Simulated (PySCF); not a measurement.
## Which determinant of CaH lies lowest?

Unrestricted PBE0; Ca x2c-TZVPall, H x2c-TZVPall; spin-free X2C with a Gaussian nucleus (PySCF 2.14). Outer shells of the fragments: Ca 4s2; H 1s1.

Followed along the bond (rough minima from three points):

```
2Ms+1   unpaired  ⟨S²⟩ at the start  R at minimum (Å)  Te (eV)
    2        σ ↑               0.75              1.99     0.00
    2        π ↑               0.75              1.97     1.57
    4  σ ↑↑, π ↑               3.75  none in the scan   ≤ 3.80
```

Solutions found at the starting distance of 1.910 Å, counted from the lowest of them; the search is not exhaustive and high or unbound solutions are not listed, so other states can lie among these:

```tsv
2Ms+1	unpaired	term	E (eV)	⟨S²⟩	⟨Lz²⟩	μ (D)
2	σ ↑	²Σ⁺	0.00	0.75	0.00	-2.18
2	π ↑	²Π	1.57	0.75	1.00	-2.44
2	δ ↑	²Δ	2.22	0.76	4.00	-5.90
4	σ ↑↑, π ↑	⁴Π	4.16	3.75	1.00	-0.50
4	σ ↑↑↑	⁴Σ⁺	4.59	3.75	0.00	4.64
4	σ ↑↑, δ ↑	⁴Δ	4.86	3.75	4.00	2.49
```

A term symbol is given only where ⟨S²⟩ and ⟨Lz²⟩ are close to those of a pure state; real π, δ and φ orbitals otherwise mix terms. A positive dipole means Ca(−)H(+).

Counting both spins, an empty level lies below a filled one in some of these solutions, because spin and occupation are held.
